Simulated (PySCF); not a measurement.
C2H7NSi2, SMILES N[Si@@H]1C=C[SiH2]1.

The structure is a stationary point at PBE0-D3(BJ)/def2-SVP. The structure was generated by enumeration; whether it is a known compound was not checked. The values are those of a single conformer.

Two levels are set side by side: TDA-PBE/def2-SVPD (PySCF) and TDA-B3LYP/def2-SVPD (PySCF). Vertical, same geometry. The lowest singlet is HOMO→LUMO 99 % with PBE and HOMO→LUMO 98 % with the other functional; states are paired by order. Differences are taken from unrounded values.

```tsv
quantity	TDA-B3LYP
lowest singlet excitation (eV)	4.85
lowest triplet excitation (TDA) (eV)	4.22
```

**Question.** What does TDA-PBE give, and how far is it from TDA-B3LYP? (An estimate is asked for; the answer gives what the named calculation found.)

**Answer.** 
```
quantity                              TDA-PBE  TDA-PBE minus TDA-B3LYP
------------------------------------  -------  -----------------------
lowest singlet excitation (eV)           4.20                    -0.65
lowest triplet excitation (TDA) (eV)     3.92                    -0.30
```

Functionals without exact exchange tend to place singlet excitations lower, as here. Differences between two approximate levels are no errors against the true value.

Rough cost on one machine, each run with all the roots and properties that it gave: TDA-B3LYP against TDA-PBE about 2 times.
